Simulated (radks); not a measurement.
Results of a calculation; reference values are marked as such.
Mo2+, configuration [Kr] 4d3 5s1 (not the ground configuration). Level of theory: scalar-relativistic Kohn-Sham, LDA (Slater exchange, Perdew-Wang correlation), spin-unpolarised, spherical densities, finite nucleus; Fermi nuclear charge, rms radius 4.4091 fm (a radial shooting solver on a logarithmic mesh with Libxc functionals).

X-ray form factor f0, the Fourier transform of the density (f0(0) = 40):

sin(theta)/lambda (1/angstrom)  f0 (electrons)
0.05                                    39.364
0.1                                     37.672
0.15                                    35.397
0.2                                     32.964
0.25                                    30.610
0.3                                     28.437
0.4                                     24.737
0.5                                     21.856
0.6                                     19.585
0.8                                     15.977
1                                       12.932
1.25                                     9.891
1.5                                      7.835
2                                        5.805
